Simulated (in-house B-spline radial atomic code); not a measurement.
## Ionising Kr VIII (Kr7+) with different functionals

Computed with an all-electron radial atomic-structure program (B-spline basis): non-relativistic Hamiltonian, point nucleus, spin-polarised at highest spin, spherical fractional occupations for the functionals, the average over the highest-spin determinants for Hartree-Fock. The ionisation energy is the difference of two self-consistent energies, [Ar] 3d10 4s1 → [Ar] 3d10, without Breit or QED terms; ε is the level of the shell that loses the electron (its least bound occupied spin orbital). There is no spin-orbit coupling in this Hamiltonian.

```csv
method,rung,ΔSCF (eV),-ε(4s) (eV)
Hartree-Fock,Hartree-Fock,122.82,122.93
HF fractional,Hartree-Fock,122.82,122.93
LDA VWN5,LDA,125.58,118.11
LDA PW92,LDA,125.57,118.10
LDA exchange-only,LDA,124.31,116.90
PBE,GGA,?,?
PBEsol,GGA,125.03,117.61
BLYP,GGA,125.74,117.89
RPBE,GGA,125.06,117.34
PW91,GGA,125.46,117.82
BP86,GGA,124.97,117.73
AM05,GGA,?,?
OLYP,GGA,124.95,117.22
TPSS,meta-GGA,124.67,117.38
SCAN,meta-GGA,124.65,118.16
r2SCAN,meta-GGA,124.45,117.93
M06-L,meta-GGA,123.16,117.09
revTPSS,meta-GGA,124.41,117.27
PBE0,global hybrid,124.81,119.12
B3LYP,global hybrid,125.47,119.23
TPSSh,global hybrid,124.52,117.99
M06-2X,global hybrid,124.28,119.95
BHandHLYP,global hybrid,124.84,120.83
r2SCAN0,global hybrid,124.26,119.40
B97-1,global hybrid,124.35,118.41
HSE06,range-separated hybrid,124.91,118.90
wB97X,range-separated hybrid,123.39,121.57
CAM-B3LYP,range-separated hybrid,125.47,121.13
LC-wPBE,range-separated hybrid,125.14,122.60
```

Problem. What does PBE give?

Solution. ΔSCF 125.33 eV, and -ε(4s) = 117.63 eV.

Problem. What does AM05 give?

Solution. ΔSCF 124.90 eV, and -ε(4s) = 117.61 eV.

Problem. Among the functionals, which spreads more, the ΔSCF values or the orbital energies?

Solution. The orbital energies: ΔSCF values span about 2.58 eV and the orbital energies 5.70 eV.

Problem. How do they compare with the NIST value?

Solution. NIST lists 125.802 eV ± 0.003 (measured, ground level to ground level). Errors run from -2.98 to -0.06 eV; BLYP is closest (-0.06 eV), but part of that can be cancellation, since the calculations leave out relativity, Breit-QED terms. Hartree-Fock also lacks correlation.
